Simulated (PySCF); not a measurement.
SMILES C=CC1=CP1N([SiH3])[SiH3], C₄H₁₀NPSi₂

Cartesian coordinates in Å; atom numbers follow the order of the lines, from 1:
```xyz
18

C     2.643    1.335   -0.497
C     2.498    0.092   -0.045
C     1.435   -0.764   -0.462
C     0.846   -1.934   -0.289
P    -0.001   -0.972   -1.594
N    -1.303   -0.199   -0.725
Si   -2.396   -1.205    0.180
Si   -1.293    1.541   -0.669
H     1.946    1.746   -1.209
H     3.446    1.973   -0.169
H     3.195   -0.330    0.671
H     0.869   -2.836    0.285
H    -2.491   -2.470   -0.548
H    -3.676   -0.507    0.250
H    -1.865   -1.435    1.531
H    -0.717    1.994   -1.937
H    -2.677    1.972   -0.507
H    -0.468    2.006    0.455
```

The calculation used GIAO KT3/pcSseg-1 magnetisability, rotational g tensor and spin-rotation constants, non-relativistic, gas phase (PySCF 2.14.0). Geometry: GFN2-xTB.

**Question.** Give the nuclear spin-rotation constants along the inertial axes (H = +C I·J) beside the isotropic shieldings.

**Answer.** Rotational constants 1.7264, 0.9270, 0.7090 GHz. A star marks the isotopologue with that one atom substituted, in its own axes.
| atom | isotope | Caa (kHz) | Cbb (kHz) | Ccc (kHz) | mean (kHz) | σ (ppm) |
| --- | --- | --- | --- | --- | --- | --- |
| P5 | 31P | 1.994 | 1.303 | 0.784 | 1.361 | 467.4 |
| N6 | 14N | 0.055 | 0.046 | 0.023 | 0.041 | 241.1 |
| H9 | 1H | -0.064 | -0.044 | -0.020 | -0.043 | 25.7 |
| H10 | 1H | 0.063 | -0.061 | -0.061 | -0.020 | 25.7 |
| H11 | 1H | -0.055 | -0.046 | -0.006 | -0.036 | 24.4 |
| H12 | 1H | -0.175 | 0.067 | -0.037 | -0.048 | 23.4 |
| H13 | 1H | -0.135 | 0.006 | -0.040 | -0.056 | 27.2 |
| H14 | 1H | -0.001 | -0.032 | -0.069 | -0.034 | 27.4 |
| H15 | 1H | -0.135 | -0.073 | 0.019 | -0.063 | 27.4 |
| H16 | 1H | -0.096 | -0.069 | 0.003 | -0.054 | 27.0 |
| H17 | 1H | 0.038 | -0.055 | -0.065 | -0.028 | 27.2 |
| H18 | 1H | -0.073 | -0.079 | -0.003 | -0.052 | 27.4 |
| C1 | 13C* | 0.625 | 0.276 | 0.183 | 0.361 | 60.2 |
| C2 | 13C* | 0.617 | 0.264 | 0.192 | 0.357 | 62.0 |
| C3 | 13C* | 0.663 | 0.261 | 0.231 | 0.385 | 45.5 |
| C4 | 13C* | 0.461 | 0.339 | 0.213 | 0.338 | 58.0 |
| Si7 | 29Si* | -0.890 | -0.506 | -0.404 | -0.600 | 423.9 |

For the geometry as given, no vibrational averaging.

**Question.** How do the rotational constants and the g tensor change when H9, H10, H11, H12, H13, H14, H15, H16, H17, H18 are replaced by deuterium?

**Answer.** Constants 1.4977, 0.8206, 0.6255 GHz; g -0.0282, -0.0165, -0.0101, against -0.0320, -0.0186, -0.0117 before.
